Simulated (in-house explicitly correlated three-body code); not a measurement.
Computed with an exponentially correlated three-body code. Model: two electrons around a point charge, non-relativistic, variational in 260 exponentially correlated functions (energies converged to about 1e-7 hartree, or 1e-8 relative for large Z).

For two electrons in a singlet the Kohn-Sham orbital is the square root of half the density, so the exact Kohn-Sham potential and energy parts follow from the density alone, and exchange is minus half the Hartree energy. The Kohn-Sham level equals minus the binding energy of the second electron.

Command:
```bash
python run_hyl.py task.json out
```
Settings (lengths in bohr, energies in hartree):
```
Z                      3.48
interaction_strength   1
functions              260
states_tried           13
```

Time taken, with all properties: 14 s on 1 thread of AMD EPYC 9R45 96-Core Processor (Zen 5) (shared host).

**Converged states only, values per electron or pair.**

Given: nuclear charge 3.48.

```tsv
term	mean r (bohr)	mean r squared (bohr²)	mean inverse r (1/bohr)	mean r12 (bohr)	mean inverse r12 (1/bohr)	mean cosine	mean p1 dot p2 (bohr⁻²)	delta r1 (bohr⁻³)	delta r12 (bohr⁻³)
1 1S	0.48389	0.31742	3.1678	0.72529	1.8667	-0.037759	0.352	11.039	0.92384
2 3S	?	?	?	?	?	?	?	?	-
2 1S	1.3558	3.1541	2.0595	2.3299	0.58596	-0.013941	0.027604	7.106	0.12149
2 3P	1.1651	2.2995	2.0611	1.983	0.62111	-0.058886	-0.47793	6.6123	-
2 1P	1.2405	2.6409	2.0462	2.0916	0.61381	0.016857	0.40865	6.7235	0.021209
3 3S	2.6718	13.824	1.8863	4.9392	0.25905	-0.0034558	0.0063124	6.8353	-
3 1S	?	?	?	?	?	?	?	?	?
3 3P	2.6487	13.782	1.881	4.8974	0.27523	-0.015472	-0.12016	6.6825	-
3 1P	2.759	15.026	1.8768	5.1074	0.27444	0.0045862	0.1169	6.711	0.0071526
4 3S	4.698	45.326	1.821	8.9793	0.14857	-0.0014487	0.0025789	6.7591	-
4 1S	4.9096	49.709	1.8187	9.4009	0.15164	-0.0018708	0.0034275	6.7545	0.014861
4 3P	4.7366	46.515	1.8188	9.0583	0.15479	-0.0062409	-0.047701	6.6974	-
4 1P	4.8832	49.546	1.8171	9.3472	0.15463	0.0018666	0.0486	6.7087	0.0031434
```

What belongs in the row 2 3S?

mean r (bohr): 1.2504; mean r squared (bohr²): 2.6192; mean inverse r (1/bohr): 2.0807; mean r12 (bohr): 2.1352; mean inverse r12 (1/bohr): 0.55352; mean cosine: -0.011335; mean p1 dot p2 (bohr⁻²): 0.022604; delta r1 (bohr⁻³): 7.1754.

What belongs in the row 3 1S?

mean r (bohr): 2.8296; mean r squared (bohr²): 15.649; mean inverse r (1/bohr): 1.8807; mean r12 (bohr): 5.2507; mean inverse r12 (1/bohr): 0.26705; mean cosine: -0.004381; mean p1 dot p2 (bohr⁻²): 0.008168; delta r1 (bohr⁻³): 6.8214; delta r12 (bohr⁻³): 0.035615.

**Electric-dipole lines between converged S and P states, rate of the upper state's decay.**

| s state | p state | p minus s (eV) | oscillator strength from s | rate (1/s) |
| --- | --- | --- | --- | --- |
| 1 1S | 2 1P | 89.166 | 0.50881 | 5.8512e+10 |
| 1 1S | 3 1P | 100.59 | 0.11986 | 1.7543e+10 |
| 1 1S | 4 1P | ? | ? | ? |
| 2 1S | 2 1P | 1.6377 | 0.17606 | 6.83e+06 |
| 2 1S | 3 1P | 13.065 | 0.28436 | 7.0205e+08 |
| 2 1S | 4 1P | 17.086 | 0.078113 | 3.2982e+08 |
| 3 1S | 2 1P | -10.957 | -0.084674 | 4.4114e+08 |
| 3 1S | 3 1P | 0.46976 | 0.3021 | 964250 |
| 3 1S | 4 1P | 4.4906 | 0.29739 | 8.674e+07 |
| 4 1S | 2 1P | -15.252 | -0.017158 | 1.732e+08 |
| 4 1S | 3 1P | -3.8251 | -0.1849 | 1.1739e+08 |
| 4 1S | 4 1P | 0.1957 | 0.41857 | 231860 |
| 2 3S | 2 3P | 2.7738 | 0.25393 | 2.8258e+07 |
| 2 3S | 3 3P | 15.13 | 0.22327 | 7.3928e+08 |
| 2 3S | 4 3P | 19.376 | 0.06546 | 3.5545e+08 |
| 3 3S | 2 3P | -11.627 | -0.10035 | 5.8866e+08 |
| 3 3S | 3 3P | 0.72908 | 0.42339 | 3.2552e+06 |
| 3 3S | 4 3P | ? | ? | ? |
| 4 3S | 2 3P | -16.308 | -0.019087 | 2.2027e+08 |
| 4 3S | 3 3P | -3.9518 | -0.22116 | 1.4986e+08 |
| 4 3S | 4 3P | 0.29383 | 0.5815 | 726150 |

What belongs in the row 1 1S 4 1P?

p minus s (eV): 104.61; oscillator strength from s: 0.046879; rate (1/s): 7.4207e+09.

What belongs in the row 3 3S 4 3P?

p minus s (eV): 4.9747; oscillator strength from s: 0.22936; rate (1/s): 8.2098e+07.

**Functionals on the exact density and self-consistent, errors are functional minus exact, hybrids only self-consistent, a dash where a self-consistent run leaves the top level unbound.**

```tsv
result	exchange error (millihartree)	correlation error (millihartree)	functional driven error (millihartree)	density driven error (millihartree)	self consistent total error (millihartree)	top level plus exact binding (eV)
RPBE	-1.1708	-1.5198	-2.6906	-1.2675	-3.9581	18.126
BP86	8.828	-2.7982	6.0298	-0.74628	5.2836	18.127
B3LYP VWN-RPA	-	-	-	-	-2.7821	14.01
PBE	31.995	-1.5198	30.475	-1.1826	29.292	18.308
TPSS	-4.0784	-2.4613	-6.5397	-0.30856	-6.8482	17.002
wB97X	-	-	-	-	-13.742	11.42
PBE0	-	-	-	-	21.943	13.462
AM05	210.9	-80.489	130.41	-1.4581	128.95	19.356
r2SCAN	-4.4743	2.9207	-1.5536	-0.30009	-1.8537	16.439
PW91	?	?	?	?	?	?
SCAN	-4.4743	2.9207	-1.5536	-0.30009	-1.8537	16.439
M06-L	-22.109	-3.2014	-25.311	-2.2811	-27.592	16.246
LDA VWN5	273.71	-99.536	174.17	-2.1664	172.01	19.425
LDA PW92	?	?	?	?	?	?
PBEsol	116.93	-13.78	103.15	-1.2193	101.93	19.031
revTPSS	-3.5403	-5.0823	-8.6226	-0.19436	-8.817	16.7
r2SCAN0	-	-	-	-	-0.57494	12.107
HSE06	-	-	-	-	19.517	13.861
OLYP	5.8426	-4.5012	1.3414	-1.4587	-0.11732	18.03
BLYP	8.828	-4.5012	4.3268	-1.4978	2.8289	17.945
```

What belongs in the row PW91?

exchange error (millihartree): 26.085; correlation error (millihartree): -8.173; functional driven error (millihartree): 17.911; density driven error (millihartree): -1.2206; self consistent total error (millihartree): 16.691; top level plus exact binding (eV): 18.085.

What belongs in the row LDA PW92?

exchange error (millihartree): 273.71; correlation error (millihartree): -98.806; functional driven error (millihartree): 174.9; density driven error (millihartree): -2.175; self consistent total error (millihartree): 172.73; top level plus exact binding (eV): 19.435.

**Density and exact potentials over r, pair density (one pair, times 4 pi r12^2) and exact minus Kohn-Sham pair density over r12.**

```
radius (bohr)  radial density (electrons/bohr)  exchange potential (hartree)  intracule density (1/bohr)  Coulomb hole against Kohn-Sham (1/bohr)  correlation potential (hartree)
       0.0607                          0.67187                       -3.0985                    0.044076                                 -0.01284                            -0.04
       0.0706                          0.84926                       -3.0771                    0.059591                                 -0.01672                           -0.037
       0.0821                           1.0616                       -3.0496                    0.080387                                 -0.02157                           -0.032
       0.0955                            1.311                       -3.0146                      0.1082                                 -0.02757                           -0.027
        0.111                           1.5941                       -2.9708                     0.14487                                 -0.03473                           -0.021
        0.129                           1.9063                       -2.9164                     0.19289                                 -0.04303                           -0.015
         0.15                           2.2377                       -2.8493                     0.25526                                 -0.05229                           -0.008
        0.175                           2.5766                       -2.7659                     0.33655                                  -0.0621                                0
        0.203                           2.8781                       -2.6701                     0.43378                                 -0.07089                            0.007
        0.237                           3.1345                       -2.5528                     0.55583                                 -0.07781                            0.014
        0.275                           3.2912                       -2.4232                     0.69083                                 -0.08033                            0.019
         0.32                           3.3288                        -2.275                     0.83981                                 -0.07661                            0.023
        0.373                           3.2187                       -2.1103                     0.98926                                 -0.06472                            0.024
        0.433                           2.9633                        -1.939                      1.1145                                 -0.04501                            0.023
        0.504                           2.5705                       -1.7577                      1.1972                                 -0.01876                             0.02
        0.587                           2.0825                       -1.5739                        1.21                                 0.009093                            0.016
        0.682                                ?                             ?                           ?                                        ?                                ?
        0.794                                ?                             ?                           ?                                        ?                                ?
        0.923                          0.66845                       -1.0682                     0.76159                                  0.04284                            0.005
         1.07                          0.37333                      -0.92841                     0.52898                                  0.03254                            0.003
         1.25                          0.17524                      -0.79793                     0.31079                                  0.01824                            0.002
         1.45                          0.07258                      -0.68903                     0.15837                                 0.007279                            0.001
```

What belongs in the row 0.682?

radial density (electrons/bohr): 1.5683; exchange potential (hartree): -1.3965; intracule density (1/bohr): 1.1376; Coulomb hole against Kohn-Sham (1/bohr): 0.03158; correlation potential (hartree): 0.012.

What belongs in the row 0.794?

radial density (electrons/bohr): 1.0758; exchange potential (hartree): -1.2253; intracule density (1/bohr): 0.97922; Coulomb hole against Kohn-Sham (1/bohr): 0.04364; correlation potential (hartree): 0.008.

The density-driven part is never positive, since each functional's own density lowers its energy. Here it is small beside the functional-driven part (median ratio 0.068), the normal case.
